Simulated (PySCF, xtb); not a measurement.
TeHBr, SMILES [TeH]Br.

GFN2-xTB in xtb at its own geometry gives an orbital gap of 3.06 eV and a dipole moment of 5.61 D.

Geometry optimised at B3LYP-D3(BJ)/def2-TZVP. The def2 effective core potentials stand for the cores of Te; spin–orbit coupling is left out.

Problem. What does PySCF with CAM-B3LYP/def2-TZVPD give? (The exact figures need the calculation; the answer reports its results.)

Solution. gap 5.97 eV (levels -7.89 and -1.91 eV), dipole 1.76 D.
